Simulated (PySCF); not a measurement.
CH4OZn, SMILES [OH][Zn][CH3].

The structure is a stationary point at PBE0-D3(BJ)/def2-TZVP. The isomer is the one that the SMILES or the coordinates give; other isomers of the formula were not compared. The values are those of a single conformer.

Two levels are set side by side: TDDFT-PBE/def2-SVPD (PySCF) and TDDFT-B3LYP/def2-SVPD (PySCF). Vertical, same geometry. The lowest singlet is HOMO→LUMO 99 % with PBE and HOMO→LUMO 98 % with the other functional; states are paired by order. Differences are taken from unrounded values.

```
quantity                               TDDFT-PBE
-------------------------------------  ---------
lowest singlet excitation (eV)              5.38
lowest triplet excitation (TDA) (eV)        5.06
first bright state (f over 0.05) (eV)       6.04
its oscillator strength                     0.07
```

Problem. These are the TDDFT-PBE values. What does TDDFT-B3LYP give? (The exact figures need the calculation; the answer reports its results.)

Solution. 
```json
[
 {"quantity": "lowest singlet excitation (eV)", "TDDFT-B3LYP": "5.86", "TDDFT-PBE minus TDDFT-B3LYP": "-0.48"},
 {"quantity": "lowest triplet excitation (TDA) (eV)", "TDDFT-B3LYP": "5.52", "TDDFT-PBE minus TDDFT-B3LYP": "-0.46"},
 {"quantity": "first bright state (f over 0.05) (eV)", "TDDFT-B3LYP": "6.43", "TDDFT-PBE minus TDDFT-B3LYP": "-0.39"},
 {"quantity": "its oscillator strength", "TDDFT-B3LYP": "0.12", "TDDFT-PBE minus TDDFT-B3LYP": "-0.06"}
]
```

A lower first singlet is the usual sign of a functional without exact exchange. Differences between two approximate levels are no errors against the true value.

Rough cost on one machine, each run with all the roots and properties that it gave: TDDFT-B3LYP against TDDFT-PBE about 3 times.
